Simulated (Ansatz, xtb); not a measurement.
Ranking isomers of BrClH3OSi2+

4 gas-phase structures of BrClH3OSi2+, found in a search over its isomers (lower ones may exist). Each was relaxed with GFN2-xTB; where two conformers were screened, the lower at r2SCAN-D4/def2-SVP is listed:

A. `Cl[SiH+]O[SiH2]Br`, a singlet
B. `Cl[SiH2]O[SiH+]Br`, a singlet
C. `[SiH3]O[Si+](Cl)Br`, a singlet
D. `[SiH2+]O[Si@H](Cl)Br`, a singlet

Task: Estimate their order in r2SCAN-D4/def2-SVP energy at these geometries, lowest first.

Result: Calculated order at r2SCAN-D4/def2-SVP: B (0.0), C (1.8), A (2.6), D (4.4) kcal/mol. Less than 1 kcal/mol parts C and A, so the order within that pair means little.

Energies above the lowest of each column, in kcal/mol; the last columns are at B3LYP-D3(BJ)/def2-SVP geometries:

```json
{"structure": "B", "GFN2-xTB": "6.2", "HF/STO-3G": "0.0", "r2SCAN-D4/def2-SVP": "0.0", "B3LYP-D3(BJ)/def2-SVP": "0.0", "CCSD(T)/def2-SVP + ΔMP2/def2-TZVPP": "0.0"}
{"structure": "C", "GFN2-xTB": "12.6", "HF/STO-3G": "5.2", "r2SCAN-D4/def2-SVP": "1.8", "B3LYP-D3(BJ)/def2-SVP": "2.6", "CCSD(T)/def2-SVP + ΔMP2/def2-TZVPP": "1.8"}
{"structure": "A", "GFN2-xTB": "0.0", "HF/STO-3G": "7.5", "r2SCAN-D4/def2-SVP": "2.6", "B3LYP-D3(BJ)/def2-SVP": "2.1", "CCSD(T)/def2-SVP + ΔMP2/def2-TZVPP": "2.0"}
{"structure": "D", "GFN2-xTB": "4.0", "HF/STO-3G": "3.5", "r2SCAN-D4/def2-SVP": "4.4", "B3LYP-D3(BJ)/def2-SVP": "5.2", "CCSD(T)/def2-SVP + ΔMP2/def2-TZVPP": "5.5"}
```

CCSD(T)/def2-SVP + ΔMP2/def2-TZVPP puts B lowest; GFN2-xTB picks A. Flexible structures stand in one conformer each, not always the lowest. ΔMP2 is the change of the MP2 energy from the smaller to the larger basis.

Over these structures GFN2-xTB departs from r2SCAN-D4/def2-SVP by 5.0 kcal/mol on average once a common shift is removed. A GFN2-xTB relaxation took about 0.34 s and the r2SCAN-D4/def2-SVP energy about 3.3 s on a shared host (Ansatz 0.2.0, xtb 6.7.1).
